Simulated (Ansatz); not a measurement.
Species: P$_{2}$H$_{4}$, net charge 1, doublet state. 
Structure (B3LYP-D3(BJ)/def2-TZVP (Ansatz, an electronic-structure program) minimum search):
```
P
H 1 1.4103
H 1 1.4103 2 102.54
P 1 2.1485 2 102.94 3 106.64
H 4 1.4103 1 102.94 2 -180.00
H 4 1.4103 5 102.54 1 106.64
```
Charge +1, spin multiplicity 2.

Basis-set convergence of Hartree-Fock and CCSD correlation energies (hartree) with Ansatz. Valence correlation only, unless marked. Open shells are spin-unrestricted. Spin-orbit coupling is left out. No relativistic terms.

```
basis        functions       E(HF)  E(corr, CCSD)
-----------  ---------  ----------  -------------
cc-pV(D+d)Z         66  -683.51651       -0.27133
cc-pV(T+d)Z        134  (withheld)     (withheld)
```

Problem. Some entries are withheld; supply them.

Solution. 
- cc-pV(T+d)Z, E(HF): -683.54563
- cc-pV(T+d)Z, E(corr, CCSD): -0.32748
